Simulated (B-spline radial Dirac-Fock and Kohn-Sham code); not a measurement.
# Electron momentum distribution of Ho³⁷⁺: Compton profiles

System: holmium as Ho³⁷⁺, [Ar] 3d10 4s2.

The run's input, task.json:

```json
{"items": [{
  "Z": 67,
  "q": 37,
  "cfg": [[1, 0, 2], [2, 0, 2], [2, 1, 6], [3, 0, 2], [3, 1, 6], [3, 2, 10], [4, 0, 2]],
  "A": 165,
  "rrms": 5.2022,
  "do": ["scatter"],
  "s": [0.0, 0.09, 0.11, 0.14, 0.17, 0.21, 0.25, 0.31, 0.38, 0.47, 0.58, 0.71, 0.87, 1.07, 1.32, 1.62, 1.99, 2.45, 3.01, 3.7, 4.55, 5.59, 6.87],
  "pz": [0, 0.1, 0.2, 0.3, 0.4, 0.5, 0.6, 0.8, 1.0, 1.2, 1.4, 1.6, 1.8, 2.0, 2.5, 3.0, 4.0, 5.0, 7.0, 10.0, 15.0, 20.0, 30.0, 40.0, 60.0, 100.0],
  "hv_scatter": [2000, 5000, 10000, 17479.3, 20000, 30000, 50000, 1000000]
}]}
```

Run with: `python xray_run.py task.json out`

Method: the impulse approximation on Dirac-Fock orbitals of the configuration average with a finite nucleus. Computed with a radial atomic solver. pz is in atomic units of momentum; subshell profiles are per electron, for a selection of subshells; open shells are spread over both j values by their weights.

| pz | J total | J 3p1/2 | J 3d5/2 | J 4s1/2 |
| --- | --- | --- | --- | --- |
| 0 | 1.402 | 0.0523 | 0.0365 | 0.153 |
| 0.3 | 1.397 | 0.0523 | 0.0365 | 0.151 |
| 0.4 | 1.394 | 0.0523 | 0.0365 | 0.150 |
| 0.5 | 1.390 | 0.0523 | 0.0365 | 0.148 |
| 0.6 | 1.385 | 0.0523 | 0.0365 | 0.146 |
| 0.8 | 1.372 | 0.0523 | 0.0365 | 0.141 |
| 1 | 1.356 | 0.0523 | 0.0365 | 0.134 |
| 1.2 | 1.337 | 0.0523 | 0.0365 | 0.126 |
| 1.4 | 1.316 | 0.0523 | 0.0365 | 0.118 |
| 1.6 | 1.294 | 0.0522 | 0.0365 | 0.109 |
| 1.8 | 1.270 | 0.0522 | 0.0365 | 0.0993 |
| 2 | 1.246 | 0.0521 | 0.0365 | 0.0899 |
| 2.5 | 1.185 | 0.0517 | 0.0364 | 0.0676 |
| 3 | 1.128 | 0.0511 | 0.0364 | 0.0489 |
| 4 | 1.035 | 0.0489 | 0.0363 | 0.0268 |
| 5 | 0.9623 | 0.0453 | 0.0358 | 0.0207 |
| 7 | 0.8143 | 0.0344 | 0.0336 | 0.0188 |
| 10 | 0.5668 | 0.0168 | 0.0263 | 0.00666 |
| 15 | 0.2978 | 0.00344 | 0.0123 | 0.00218 |
| 20 | 0.1663 | 0.00199 | 0.00464 | 0.00146 |
| 30 | 0.06185 | 0.00149 | 0.000605 | 0.000160 |
| 40 | 0.02835 | 0.000662 | 9.40e-05 | 6.77e-05 |
| 60 | 0.008735 | 0.000113 | 4.36e-06 | 4.64e-05 |
| 100 | 0.001569 | 7.25e-06 | < 1e-6 | 8.96e-06 |

J(0) = 1.402. The 4s1/2 subshell gives the largest part, 22 %.

Mean momentum ⟨p⟩ by subshell (a.u.): 1s1/2 66.7, 2s1/2 23.9, 2p1/2 31.6, 2p3/2 28.7, 3s1/2 12.3, 3p1/2 14.6, 3p3/2 13.8, 3d3/2 16.5, 3d5/2 16.2, 4s1/2 7.55.
